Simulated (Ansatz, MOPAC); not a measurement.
The molecule AsH, multiplicity 3 (the spin of the measured ground state). No spin–orbit coupling. As is treated without relativity.

The constants come from a fifth-degree fit in 1/R (seven points, main isotopes). Runs in def2 and cc sets follow the lowest solution found near the PBE0 minimum.

Correlated levels freeze the inner cores; with def2 sets outer-core shells near the valence are correlated too. CBS: X⁻³ extrapolation of the correlation energy, Hartree–Fock from the larger set. The state that AM1, PM6 reach isn't checked.

The values were computed with Ansatz (an electronic-structure program); MOPAC for AM1, PM6 (differences of heats of formation). Values without a source in brackets are computed.

D_e counts from each atom's lowest state at the same level, without counterpoise or zero-point energy.

```json
[
 {"level": "AM1", "r_e (Å)": "1.521", "ω_e (cm⁻¹)": "2214", "ω_e x_e (cm⁻¹)": "18", "D_e (eV)": "-", "dipole (D)": "-"},
 {"level": "PM6", "r_e (Å)": "1.512", "ω_e (cm⁻¹)": "2324", "ω_e x_e (cm⁻¹)": "18", "D_e (eV)": "-", "dipole (D)": "-"},
 {"level": "r2SCAN/def2-TZVPP", "r_e (Å)": "1.528", "ω_e (cm⁻¹)": "2167", "ω_e x_e (cm⁻¹)": "35", "D_e (eV)": "3.00", "dipole (D)": "0.24"},
 {"level": "B3LYP/def2-TZVPP", "r_e (Å)": "1.535", "ω_e (cm⁻¹)": "2136", "ω_e x_e (cm⁻¹)": "35", "D_e (eV)": "3.05", "dipole (D)": "0.14"},
 {"level": "wB97M-V/def2-TZVPP", "r_e (Å)": "1.524", "ω_e (cm⁻¹)": "2199", "ω_e x_e (cm⁻¹)": "33", "D_e (eV)": "2.97", "dipole (D)": "0.18"},
 {"level": "CCSD/def2-TZVPP", "r_e (Å)": "1.525", "ω_e (cm⁻¹)": "…", "ω_e x_e (cm⁻¹)": "35", "D_e (eV)": "2.79", "dipole (D)": "-"},
 {"level": "CCSD(T)/def2-TZVPP", "r_e (Å)": "1.527", "ω_e (cm⁻¹)": "2156", "ω_e x_e (cm⁻¹)": "36", "D_e (eV)": "2.82", "dipole (D)": "-"},
 {"level": "CCSD(T)/CBS(def2-TZVPP, def2-QZVPP)", "r_e (Å)": "…", "ω_e (cm⁻¹)": "…", "ω_e x_e (cm⁻¹)": "35", "D_e (eV)": "-", "dipole (D)": "-"}
]
```

Task: Complete the blanks.

Result: 
- CCSD(T)/CBS(def2-TZVPP, def2-QZVPP), r_e (Å): 1.520
- CCSD(T)/CBS(def2-TZVPP, def2-QZVPP), ω_e (cm⁻¹): 2178
- CCSD/def2-TZVPP, ω_e (cm⁻¹): 2174

Measured for the ground state: D_0 2.801 ± 0.03 eV (a handbook's tabulated 298 K bond energy less 3RT/2; such tables hold older values) [Luo, bond dissociation energies, CRC Handbook].
